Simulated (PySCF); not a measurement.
## Working out the ionisation energy of Cl⁺

Cl⁺ [Ne] 3s2 3p4 (3P) → Cl²⁺ [Ne] 3s2 3p3 (4S). All numbers are calculated (PySCF 2.14, no relativity, point nucleus, in dyall-av3z (19s12p3d2f, 84 functions)). Frozen: [Ne]; the 26 highest virtual orbitals dropped. Energies in hartree (1 hartree = 27.21139 eV):

```json
{"part": "UHF", "Cl⁺ (lower)": "-459.056853", "Cl²⁺ (upper)": "-458.226833"}
{"part": "CCSD correlation", "Cl⁺ (lower)": "-0.150991", "Cl²⁺ (upper)": "-0.117788"}
{"part": "(T)", "Cl⁺ (lower)": "-0.004438", "Cl²⁺ (upper)": "-0.003299"}
```

**Question.** What does Hartree-Fock give?

**Answer.** (-458.226833) − (-459.056853) = 0.830020 hartree = 22.586 eV.

**Question.** What do CCSD and CCSD(T) give?

**Answer.** The CCSD correlation energies differ by 0.033203 hartree = 0.903 eV and the triples by 0.001139 hartree = 0.031 eV, so CCSD gives 23.489 eV and CCSD(T) 23.520 eV.

Measured between the centres of the two terms (NIST): 23.771 eV, so CCSD(T) (valence) is off by -0.251 eV.

What remains against the reference includes basis incompleteness, the frozen core and higher excitations.
